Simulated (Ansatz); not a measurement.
C₂H₇Al₂Cl, SMILES `[CH3][Al]([CH3])[AlH][Cl]`. The species carries charge 0 and has multiplicity 1. Geometry: relaxed with PBE0-D4/def2-TZVP. It is one conformer, not always the lowest.

```xyz
12

C    -1.672    0.979   -0.104
Al    0.054    0.062   -0.037
C     1.646    0.885   -0.827
Al    0.215   -2.278    1.108
Cl   -1.606   -3.078    1.852
H    -1.934    1.233   -1.138
H    -2.492    0.397    0.320
H    -1.618    1.930    0.440
H     2.011    0.284   -1.668
H     1.466    1.898   -1.196
H     2.472    0.928   -0.108
H     1.459   -3.240    1.358
```

Problem. What is the dipole moment at ωB97M-V/def2-TZVPP? (An estimate is asked.)

Solution. The calculation gave: 2.56 D, with components (1.12, 1.97, -1.20) D in this frame, pointing from negative to positive charge.

Problem. And with PBE, r2SCAN, B3LYP? (Best estimate.)

Solution. Computed: PBE 2.48 D, r2SCAN 2.49 D, B3LYP 2.51 D.

Problem. Give the Mulliken charges with ωB97M-V, PBE, B3LYP in def2-TZVPP. (Estimate.)

Solution. Computed: 
```
atom  ωB97M-V    PBE  B3LYP
  C1    -0.50  -0.42  -0.43
 Al2     0.33   0.27   0.32
  C3    -0.50  -0.41  -0.42
 Al4     0.39   0.36   0.41
 Cl5    -0.26  -0.26  -0.29
  H6     0.11   0.09   0.09
  H7     0.12   0.11   0.11
  H8     0.11   0.09   0.08
  H9     0.11   0.09   0.09
 H10     0.11   0.10   0.09
 H11     0.11   0.09   0.09
 H12    -0.11  -0.12  -0.14
```

B3LYP here is the variant with VWN-RPA as its local correlation; programs differ in this.
